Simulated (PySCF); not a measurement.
How methods differ on the excitation energy of S²⁺

S²⁺ [Ne] 3s2 3p2 (3P) → S²⁺ [Ne] 3s2 3p1 3d1 (high-spin determinant), as a difference of total energies. All numbers are calculated (PySCF 2.14, the spin-free X2C one-electron Hamiltonian (Gaussian nucleus), in aug-cc-pVDZ-DK (5s4p2d, 27 functions)). Correlated levels: valence: [Ne] frozen. The calculations carry no spin-orbit coupling.

```csv
method,excitation energy (eV)
UHF,18.000
LDA,16.710
PBE,16.548
PBE0,16.977
r2SCAN,17.092
BLYP,16.514
B97-3,17.034
MN15,17.030
HSE06,16.968
MP2 (valence),17.650
SCS-MP2 (valence),17.536
```

Q: How much does correlation contribute at MP2 (valence)?

A: 17.650 − (18.000) = -0.350 eV, measured against UHF.

A first-order spin-orbit estimate (lowest level to lowest level, LS coupling) adds 0.018 eV.

The promoted electron is Rydberg-like, and one or two diffuse shells describe it only roughly, which tends to raise the upper state.

The determinant of the upper state mixes LS terms, which raises its energy above the lowest term, most at the Hartree-Fock and MP2 levels.
